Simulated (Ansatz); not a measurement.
**Cost against result**

Saddle point of GaH3ClO2F, singlet (GaH₂ClO₂ ([OH][Ga]([OH])[Cl]) + HF → GaH₂O₂F ([OH][Ga]([OH])[F]) + HCl (still joined by a long Ga–Cl bond); bonds formed: Ga1–F6, Cl2–H5; bonds broken: H5–F6; bonds weakened to dative contacts: Ga1–Cl2), PBE0-D4/def2-TZVP structure:

Ga1  (-0.398, -0.145, 0.178)
Cl2  (1.180, 1.585, -0.738)
O3  (-1.718, -0.395, -0.962)
O4  (-0.629, 0.115, 1.905)
H5  (1.592, 0.240, -0.649)
F6  (1.200, -1.014, -0.271)
H7  (-1.421, -0.565, -1.858)
H8  (0.194, 0.179, 2.395)
(Å)

Barriers are electronic and count from the start structure reached by relaxing down the imaginary mode.

Computed with Ansatz 0.2.0 (basis: as named in each row); correlated methods freeze the cores. Filled d shells of the heavier atoms are correlated. The def2 sets are not built for correlating such inner shells, so the correlated values are less sure here. B3LYP uses VWN-RPA correlation. Extrapolation: Hartree–Fock as exp(−7.88 √X), correlation as X^−2.97.

Times are rough, for one single point on 8 threads of a shared host (AMD EPYC 9R45).

The estimate by CCSD(T) at an estimated basis limit (MP2 extrapolated from triple and quadruple zeta, plus CCSD(T) − MP2 in triple zeta) is 0.564 eV.

```
      method       basis  time (s)  barrier (eV)  method less estimate
          HF      STO-3G   under 1         1.692                 1.128
       SPW92    def2-SVP   under 1         0.182                -0.382
      PBE-D4      STO-3G   under 1         0.583                 0.019
      PBE-D4    def2-SVP   under 1         0.308                -0.256
    B3LYP-D4       6-31G   under 1         0.336                -0.228
       SPW92  def2-TZVPP   under 1         0.255                -0.310
     PBE0-D4    def2-SVP   under 1         0.445                -0.119
      PBE-D4  def2-TZVPP   under 1         0.378                -0.186
     BLYP-D4  def2-TZVPP   under 1         0.404                -0.160
    B3LYP-D4  def2-TZVPP   under 1         0.488                -0.076
    BHLYP-D4  def2-TZVPP   under 1         0.606                 0.042
     PBE0-D4  def2-TZVPP   under 1         0.492                -0.073
   r2SCAN-D4  def2-TZVPP   under 1         0.422                -0.142
CAM-B3LYP-D4  def2-TZVPP   under 1         0.486                -0.078
  r2SCAN0-D4  def2-TZVPP   under 1         0.516                -0.048
     wB97M-V    def2-SVP   under 1         0.489                -0.075
  RPA on PBE  def2-TZVPP         1         0.493                -0.072
      B2PLYP  def2-TZVPP         1         0.506                -0.058
    PBE-QIDH  def2-TZVPP         1         0.543                -0.021
      B97M-V  def2-TZVPP         1         0.527                -0.037
     wB97X-V  def2-TZVPP         1         0.519                -0.045
     CCSD(T)    def2-SVP         1         0.515                -0.049
     wB97M-V  def2-TZVPP         1         0.540                -0.024
         MP2  def2-QZVPP         4         0.533                -0.032
     CCSD(T)  def2-TZVPP        24         0.540                -0.024
```

All methods are single points on the PBE0-D4 structures.

No T1 diagnostic of these runs exceeds 0.014.

Labels in which every atom is bracketed show which atoms are joined, not bond orders.
